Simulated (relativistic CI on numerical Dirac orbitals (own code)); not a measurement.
## Spin-allowed bands of a d7 ion in a tetrahedral site, by hand

Problem. Take Δ = 5700 cm⁻¹ and B = 640 cm⁻¹ for a d7 ion in a tetrahedral site. Calculate the three spin-allowed bands.

Working.
1. The terms of highest spin are 4F (energy 0) and 4P (15B = 9600 cm⁻¹). Here the F term splits into A2 at −1.2Δ = -6840, T2 at −0.2Δ = -1140 and T1 at +0.6Δ = 3420 cm⁻¹.
2. The two T1 states mix through the element 0.4Δ: H = [[3420, 2280], [2280, 9600]], with roots ½(H₁₁ + H₂₂) ∓ ½√[(H₂₂ − H₁₁)² + 4H₁₂²] = ½(13020) ∓ ½(7680) = 2670 and 10350 cm⁻¹.
3. The ground term is 4A2 at -6840 cm⁻¹.
4. Bands: 4T2 5700 cm⁻¹ (1754 nm), 4T1(F) 9510 cm⁻¹ (1052 nm), 4T1(P) 17190 cm⁻¹ (582 nm).

Check. Exact diagonalisation of the whole d7 shell with these parameters gives 4T2 5700, 4T1 9510, 4T1 17190 cm⁻¹. The match is exact, since without spin-orbit coupling no other term has this spin. The ratio of the second band to the first, 1.668, depends on Δ/B = 8.9 alone, which is how a Tanabe-Sugano diagram is read.
